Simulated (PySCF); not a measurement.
C2HF5, triplet, at the geometry of the source list (a higher spin typed on purpose: for a closed-shell molecule this is an excited state) (in this run its highest filled SCF level lies above zero, so its values depend strongly on the basis, on diffuse functions most of all). Base run: DF-PBE/def2-SVP (PySCF).

Here is a job for PySCF.
```python
from pyscf import gto, scf, dft

mol = gto.Mole()
mol.atom = '''
    F     1.102200   -1.199300    0.674800
    C     0.779900   -0.121000   -0.054700
    F     1.418900    0.937000    0.466100
    C    -0.748200    0.111400    0.004700
    F    -1.192800    0.297900    1.238800
    F    -1.077500    1.181400   -0.720600
    F    -1.391400   -0.935900   -0.513700
    H     1.108800   -0.271500   -1.095500
'''
mol.basis = 'def2-svp'
mol.charge = 0
mol.spin = 2
mol.verbose = 3
mol.build()

mf = dft.UKS(mol)
mf.xc = 'pbe'
mf = mf.density_fit(auxbasis='def2-universal-jkfit')
mf.kernel()
```

The base run was repeated with changes; each row names its change, and settings that it needs were set with it.

| change | ΔE vs base (mEh) | grid points | electrons on the grid |
|---|---|---|---|
| base | 0.000 | 109360 | 58.00000 |
| grids.prune = dft.gen_grid.treutler_prune | 0.000 | 95208 | 58.00000 |
| grids.atom_grid = (150, 974) | 0.014 | 639240 | 58.00000 |
| grids.level = 0 | 100.7 | 8224 | 57.98486 |
| grids.radi_method = delley | 0.000 | 116736 | 58.00000 |
| grids.prune = off | 0.000 | 173656 | 58.00000 |
| grids.radi_method = gauss_chebyshev | -0.001 | 107128 | 58.00000 |
| grids.level = 7 | 0.015 | 668144 | 58.00000 |
| grids.level = 2 | -0.002 | 85808 | 58.00000 |
| grids.radi_method = mura_knowles | 0.000 | 104824 | 58.00000 |
| grids.level = 1 | 0.009 | 39336 | 57.99993 |

Open shells are given as the SCF converged; they aren't shown to be the lowest states, and a large step between rows can be another state.
